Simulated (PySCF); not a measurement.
CF₃, SMILES F[C+](F)F, charge +1. Atoms are numbered in the order given.

```xyz
4

C      0.0000     0.0000     0.0000
F      1.2357     0.0000     0.0000
F     -0.6178     1.0701     0.0000
F     -0.6178    -1.0701     0.0000
```
Charge +1, spin multiplicity 1.

Coordinates come from a B3LYP-D3(BJ)/def2-TZVP optimisation.

Calculation: PySCF with PBE0/pcJ-1.

Isotropic couplings with Fermi-contact, spin-dipole and both spin-orbit terms, one fixed conformer, no vibrational averaging. Isotopes: 13C, 19F.

### Question
Estimate the spin–spin coupling constants. (The exact figures need the calculation; the answer reports its results.)

### Answer

```tsv
pair	bonds apart	J (Hz)
C1–F2	1	-487.2
C1–F3	1	-487.2
C1–F4	1	-487.2
F2–F3	2	-534.8
F2–F4	2	-534.8
F3–F4	2	-534.7
```
